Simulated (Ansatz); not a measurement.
Isolated molecules relaxed with PBE0-D4/def2-TZVP in Ansatz; ΔE leaves out vibrations. CBS: MP2 limit from def2 TZ/QZ plus the TZ coupled-cluster correction, frozen cores. This one scheme is used for every species. DFT in def2-TZVPP. B3LYP here is the variant with VWN-RPA as its local correlation; programs differ in this. One conformer a species, not always the lowest.

Consider the ligand exchange at the Si–C bond: `C=C(F)[SiH](O)O` + CH₃OH → `CO[SiH](O)O` + `C=CF`.

`C=C(F)[SiH](O)O`:

Z-matrix (Å, degrees):
```
Si
O 1 1.632
C 1 1.880 2 110.4
O 1 1.638 2 111.2 3 -118.4
H 1 1.476 2 105.1 3 120.6
H 2 0.959 1 117.5 3 68.3
F 3 1.363 1 113.6 2 -159.9
C 3 1.322 1 127.5 2 19.4
H 4 0.959 1 117.0 2 140.6
H 8 1.082 3 119.1 1 0.9
H 8 1.084 3 122.1 1 -179.6
```

CH₃OH:

Z-matrix (Å, degrees):
```
C
O 1 1.409
H 1 1.097 2 112.4
H 1 1.090 2 107.0 3 -118.5
H 1 1.097 2 112.4 3 123.0
H 2 0.959 1 108.5 3 -61.6
```

`CO[SiH](O)O`:

Z-matrix (Å, degrees):
```
C
O 1 1.410
H 1 1.091 2 108.4
H 1 1.096 2 111.7 3 119.3
H 1 1.094 2 111.1 3 -119.3
Si 2 1.636 1 123.8 3 -168.4
O 6 1.634 2 105.6 1 174.9
O 6 1.631 2 114.3 1 -65.5
H 6 1.477 2 109.6 1 51.7
H 7 0.958 6 116.4 2 -25.2
H 8 0.959 6 117.5 2 -75.5
```

`C=CF`:

Cartesian coordinates in Å:
```
C 0.544 -0.177 0.405
C -0.512 0.098 -0.330
F -0.559 1.156 -1.146
H 1.429 0.446 0.382
H 0.528 -1.046 1.048
H -1.430 -0.478 -0.359
```

| level | ΔE (eV) |
| --- | --- |
| B3LYP-D4 | -1.25 |
| BHLYP-D4 | -1.33 |
| B2PLYP | -1.29 |
| MP2/def2-TZVPP | -1.29 |

Problem. What does CCSD(T)/CBS give? (Best estimate.)

Solution. The calculation gave: -1.26 eV. The listed levels differ from it by 0.01, -0.07, -0.03, -0.03 eV.

Largest T1 diagnostic among the species: 0.012.

From r2SCAN to r2SCAN0 (25 % exact exchange), in def2-TZVPP and without D4, ΔE moves by −0.04 eV. In def2-TZVPP, CCSD(T) changes the Hartree–Fock value by +0.16 eV (the triples alone add +0.03 eV) and MP2 by +0.14 eV.
